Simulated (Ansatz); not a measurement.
# A barrier at the coupled-cluster level

Start structure (SiH3F3, closed shell), relaxed at PBE0-D4/def2-TZVP:

```xyz
7
angstrom
Si 0.1930 0.9436 -0.3234
F 1.5141 0.1386 -0.0388
F -0.6715 0.1289 -1.3546
F -0.6163 1.0593 1.0200
H 0.5046 2.2704 -0.8507
H -0.1460 -2.2684 0.9723
H -0.7779 -2.2723 0.5752
```

The step: SiHF₃ ([F][SiH]([F])[F]) + H₂ → SiH₂F₂ ([F][SiH2][F]) + HF; bonds formed: Si1–H7, F2–H6; bonds broken: Si1–F2, H6–H7. Program: Ansatz 0.2.0. Basis: def2-TZVPP and def2-QZVPP. Cores are frozen in the correlated methods. Extrapolation: Hartree–Fock as exp(−7.88 √X), correlation as X^−2.97. Energies below are by CCSD(T) at an estimated basis limit (MP2 extrapolated from triple and quadruple zeta, plus CCSD(T) − MP2 in triple zeta).

Problem. What are the electronic barrier and the energy of the step, from the start structure to the end structure? (To be estimated.)

Solution. By the calculation: Barrier 265.6 kJ/mol; step energy 126.3 kJ/mol (uphill); reverse barrier, their difference, 139.2 kJ/mol. Barrier and step energy count from the start structure, the reverse barrier from the end structure.

The saddle point: One imaginary mode of 1034i cm⁻¹.
| pair | start (Å) | saddle (Å) | end (Å) |
| --- | --- | --- | --- |
| Si1–H7 | 3.48 | 1.66 | 1.47 |
| F2–H6 | 3.09 | 1.18 | 0.93 |
| Si1–F2 | 1.57 | 1.90 | 3.48 |
| H6–H7 | 0.75 | 0.99 | 3.29 |

Zero-point energy (harmonic, PBE0-D4): ZPE is 76.3 kJ/mol at the start and 85.3 kJ/mol at the saddle, so the barrier goes from 265.6 to 274.5 kJ/mol.

No T1 diagnostic of these runs exceeds 0.013.

Labels in which every atom is bracketed show which atoms are joined, not bond orders.

For scale, one of the runs: CCSD(T)/def2-TZVPP, 177 basis functions, launched by `ansatz run in.yaml --threads 2 --pin off --events-out ev --progress --plain --max-ram 4352MiB`. Hardware: 2 CPU threads, shared host. Wall time 59 s; peak host memory 1.8 GiB.
